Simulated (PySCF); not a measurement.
Isomers of C4H7F3Si.

All values: CAM-B3LYP/def2-SVPD (PySCF) at PBE0-D3(BJ)/def2-SVP geometries, gas phase, one conformer each. Core orbitals are frozen in the response; Δα² is half the sum of the squared differences of the principal polarisabilities.

Question: Rank by vertical ionisation energy (ΔSCF), lowest first.
A. `[F:1][CH:2]([F:3])[C@@H:4]1[CH2:5][C@@H:6]([F:7])[SiH2:8]1` with F1–C2–C4–C5 -58°, C2–C4–C5–C6 -93°, C4–C5–C6–F7 -146°, C5–C6–Si8–C4 19°, C2–C4–Si8–C6 96°
B. `[F:1][C:2]([F:3])([F:4])/[CH:5]=[CH:6]/[CH2:7][SiH3:8]` with C5–C6–C7–Si8 -104°
C. `C[C@@H]1C[Si@@H]1C(F)(F)F`
D. `[F:1][CH:2]([F:3])[C@@H:4]1[CH2:5][C@H:6]([F:7])[SiH2:8]1` with F1–C2–C4–C5 -69°, C2–C4–C5–C6 -93°, C4–C5–C6–F7 86°, C5–C6–Si8–C4 19°, C2–C4–Si8–C6 95°
E. `[CH2:1]=[CH:2][CH2:3][SiH2:4][C:5]([F:6])([F:7])[F:8]` with C1–C2–C3–Si4 -102°, C2–C3–Si4–C5 -176°
F. `C[Si@@H]1C[C@@H]1C(F)(F)F`

Answer: C (9.27 eV), F (9.50 eV), E (9.71 eV), B (9.99 eV), A (10.38 eV), D (10.52 eV).

Question: Rank by dipole moment, highest first.
A. `C[Si@@H]1C[C@@H]1C(F)(F)F`
B. `[F:1][CH:2]([F:3])[C@@H:4]1[CH2:5][C@H:6]([F:7])[SiH2:8]1` with F1–C2–C4–C5 -69°, C2–C4–C5–C6 -93°, C4–C5–C6–F7 86°, C5–C6–Si8–C4 19°, C2–C4–Si8–C6 95°
C. `[C@H]1(C[Si@@H]1C(F)(F)F)C`
D. `[F:1][C:2]([F:3])([F:4])/[CH:5]=[CH:6]\[CH2:7][SiH3:8]` with C5–C6–C7–Si8 101°
E. `[F:1][C:2]([F:3])=[C:4]([F:5])[CH2:6][CH2:7][SiH3:8]` with C2–C4–C6–C7 119°, C4–C6–C7–Si8 178°

Answer: B (3.21 D), A (3.03 D), D (2.62 D), C (2.44 D), E (1.42 D).

Question: Rank by polarisability anisotropy Δα, lowest first.
A. `C[C@@H]1C[Si@@H]1C(F)(F)F`
B. `[F:1][C:2]([F:3])([F:4])/[CH:5]=[CH:6]\[CH2:7][SiH3:8]` with C5–C6–C7–Si8 101°
C. `[F:1][C:2]([F:3])([F:4])[CH2:5][C@H:6]1[CH2:7][SiH2:8]1` with C2–C5–C6–C7 -162°
D. `[F:1][C:2]([F:3])=[C:4]([F:5])[CH2:6][CH2:7][SiH3:8]` with C2–C4–C6–C7 119°, C4–C6–C7–Si8 178°
E. `[F:1][CH:2]([F:3])[C@@H:4]1[CH2:5][C@H:6]([F:7])[SiH2:8]1` with F1–C2–C4–C5 -69°, C2–C4–C5–C6 -93°, C4–C5–C6–F7 86°, C5–C6–Si8–C4 19°, C2–C4–Si8–C6 95°

Answer: E (1.64 Å³), C (2.63 Å³), A (2.90 Å³), B (4.43 Å³), D (5.03 Å³).

All values together:

```csv
SMILES,μ (D),HOMO (eV),LUMO (eV),α (Å³),Δα (Å³),ΔSCF removal energy (eV)
C[Si@@H]1C[C@@H]1C(F)(F)F,3.03,-8.73,1.06,11.17,2.68,9.50
C[C@@H]1C[Si@@H]1C(F)(F)F,2.44,-8.50,0.91,11.40,2.90,9.27
FC(F)(F)/C=C\C[SiH3],2.62,-9.20,0.22,11.83,4.43,9.94
C=CC[SiH2]C(F)(F)F,2.43,-8.89,0.80,11.77,4.38,9.71
FC(F)[C@@H]1C[C@H](F)[SiH2]1,3.21,-9.69,0.74,10.93,1.64,10.52
FC(F)=C(F)CC[SiH3],1.42,-8.68,0.85,11.87,5.03,9.63
FC(F)(F)C[C@H]1C[SiH2]1,2.46,-8.42,0.92,11.37,2.63,9.21
FC(F)(F)/C=C/C[SiH3],3.14,-9.26,0.32,12.01,5.06,9.99
FC(F)[C@@H]1C[C@@H](F)[SiH2]1,2.52,-9.54,0.62,10.94,1.80,10.38
```

Conformers: `[F:1][C:2]([F:3])([F:4])/[CH:5]=[CH:6]\[CH2:7][SiH3:8]` with C5–C6–C7–Si8 101°; `[CH2:1]=[CH:2][CH2:3][SiH2:4][C:5]([F:6])([F:7])[F:8]` with C1–C2–C3–Si4 -102°, C2–C3–Si4–C5 -176°; `[F:1][CH:2]([F:3])[C@@H:4]1[CH2:5][C@H:6]([F:7])[SiH2:8]1` with F1–C2–C4–C5 -69°, C2–C4–C5–C6 -93°, C4–C5–C6–F7 86°, C5–C6–Si8–C4 19°, C2–C4–Si8–C6 95°; `[F:1][C:2]([F:3])=[C:4]([F:5])[CH2:6][CH2:7][SiH3:8]` with C2–C4–C6–C7 119°, C4–C6–C7–Si8 178°; `[F:1][C:2]([F:3])([F:4])[CH2:5][C@H:6]1[CH2:7][SiH2:8]1` with C2–C5–C6–C7 -162°; `[F:1][C:2]([F:3])([F:4])/[CH:5]=[CH:6]/[CH2:7][SiH3:8]` with C5–C6–C7–Si8 -104°; `[F:1][CH:2]([F:3])[C@@H:4]1[CH2:5][C@@H:6]([F:7])[SiH2:8]1` with F1–C2–C4–C5 -58°, C2–C4–C5–C6 -93°, C4–C5–C6–F7 -146°, C5–C6–Si8–C4 19°, C2–C4–Si8–C6 96°.

By how much does the ΔSCF value exceed −ε(HOMO) over the species that have both?

By 0.74 to 0.95 eV, 0.81 eV on average, over 9 species.
